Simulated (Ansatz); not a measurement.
Calculated with Ansatz (gas phase, PBE0-D4/def2-TZVP geometries, no zero-point term in ΔE). CCSD(T)/CBS adds triple-zeta CCSD(T) − MP2 to the extrapolated MP2 energy (def2 sets, frozen cores). DFT in def2-TZVPP. For Ga, Se outer-core shells are correlated without core-valence functions, which leaves a few kJ/mol of doubt a bond. Scalar relativity is left out up to krypton. Each species was taken in one conformer, which may not be the lowest.

Consider the ligand exchange at a Ga–Se bond: `[NH2][GaH][SeH]` + `O[SiH2]O` → `[NH2][GaH][O][SiH2]O` + H₂Se.

```
             level  ΔE (kcal/mol)
            B2PLYP            5.6
              PBE0            8.4
     HF/def2-TZVPP            5.7
    MP2/def2-TZVPP            5.5
   CCSD/def2-TZVPP            4.8
CCSD(T)/def2-TZVPP            4.7
    MP2/def2-QZVPP            6.1
     MP2/CBS(def2)            6.8
```

(1) What does CCSD(T)/CBS give? (An estimate is asked.)

Largest T1 diagnostic among the species: 0.014.

Results:

(1) Computed: +5.9 kcal/mol. The listed levels differ from it by -0.3, 2.5, -0.2, -0.4, -1.1, -1.2, 0.2, 0.9 kcal/mol.

The D4 term adds −1.4 kcal/mol with B3LYP and −0.8 kcal/mol with PBE0; it sums over pairs of atoms, weighted by their polarisabilities, and B3LYP, whose exchange is more repulsive, gets the larger term.

B3LYP here is the variant with VWN-RPA as its local correlation; programs differ in this.
